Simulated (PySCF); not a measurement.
**Atomic charges by several schemes**

Compound: C4H8FN2PSi.
Z-matrix (Å and degrees, PBE0-D3(BJ)/def2-SVP geometry), rows numbered from 1:
```
C 
Si  1  1.8619
C   2  1.8618  1  113.49
N   2  1.8112  1  107.57  3   118.51
C   4  1.3494  2  129.32  1   118.78
P   5  1.7307  4  113.65  2   179.42
C   6  1.7823  5   84.01  4    -0.11
F   7  1.3196  6  124.29  5  -179.85
N   7  1.3030  6  117.67  5     0.12
H   1  1.1009  2  109.36  3   -59.81
H   1  1.1009  2  111.24  3    60.08
H   1  1.1005  2  110.91  3  -179.20
H   2  1.4931  1  112.37  3  -129.08
H   3  1.1004  2  111.04  1  -178.75
H   3  1.1009  2  109.22  1    61.87
H   3  1.1012  2  111.20  1   -57.90
H   5  1.0918  4  118.26  2    -0.69
```

Density: PBE0/pcSseg-1 (PySCF); schemes: Mulliken, IAO, Hirshfeld and ESP-fitted. Geometry: PBE0-D3(BJ)/def2-SVP, one conformer, isolated molecule.

Question: Atoms with like bonding are taken together and averaged. At which atom do the 4 schemes differ most?

Answer: At Si2: from +0.430 (Hirshfeld) to +1.063 e (IAO), 0.633 e apart.

Question: Which atoms carry the highest charge in the Mulliken, IAO, Hirshfeld and ESP-fitted schemes?

Answer: All schemes agree: Mulliken Si2 (+0.931); IAO Si2 (+1.063); Hirshfeld Si2 (+0.430); ESP-fitted Si2 (+0.800).

Question: For which atoms does the sign change between the 4 schemes (beyond +0.03 e in one, beyond −0.03 e in another)?

Answer: N4 and P6. Atomic charges aren't observables, and each scheme defines them in its own way.

Question: Tabulate the Mulliken, IAO, Hirshfeld and ESP-fitted charges.

Answer: In e; atoms taken as equivalent share a row and are averaged (×n: the atom named and its like, n in all):

```csv
atom,environment,Mulliken,IAO,Hirshfeld,ESP-fitted
C1/C3,Si-methyl carbon,-0.632,-0.728,-0.210,-0.649
Si2,SiH silicon,+0.931,+1.063,+0.430,+0.800
N4,pyrrole-type nitrogen,-0.508,-0.200,-0.048,+0.037
C5,aromatic CH next to a ring nitrogen,-0.130,-0.299,-0.067,-0.209
P6,phosphorus bonded to 2 C,+0.276,+0.206,+0.003,-0.171
C7,aromatic C–F carbon,+0.190,+0.175,+0.054,+0.486
F8,aryl fluorine,-0.242,-0.245,-0.078,-0.179
N9,pyridine-type nitrogen,-0.222,-0.264,-0.149,-0.471
H10 (×6),methyl hydrogen,+0.156,+0.164,+0.050,+0.165
H13,Si–H hydrogen,-0.098,-0.137,-0.079,-0.184
H17,aromatic hydrogen,+0.133,+0.171,+0.057,+0.199
```

Mean size of the charges over all atoms: IAO 0.306 e, ESP-fitted 0.296 e, Mulliken 0.290 e, Hirshfeld 0.099 e. Each set sums to the total charge, 0, to within 0.001 e. The Mulliken scheme gives each basis function's population to the atom it is centred on and halves the overlap population of two atoms between them.

Some averages cover members that differ in this geometry: C1/C3, ESP-fitted -0.669 to -0.630; H10 (×6), ESP-fitted +0.149 to +0.177 e.

Question: How closely do the schemes follow one another over all atoms?

Answer: Correlation coefficient and root-mean-square difference: IAO with Hirshfeld 0.97, 0.266 e; Mulliken with IAO 0.97, 0.100 e; Mulliken with Hirshfeld 0.93, 0.245 e; Hirshfeld with ESP-fitted 0.93, 0.242 e; IAO with ESP-fitted 0.92, 0.160 e; Mulliken with ESP-fitted 0.85, 0.201 e.

Question: Sum the charges by element, for elements with more than one atom.

Answer: 
```
element  atoms  Mulliken     IAO  Hirshfeld  ESP-fitted
      C      4    -1.204  -1.581     -0.434      -1.022
      N      2    -0.730  -0.464     -0.197      -0.434
      H      8    +0.969  +1.021     +0.276      +1.006
```
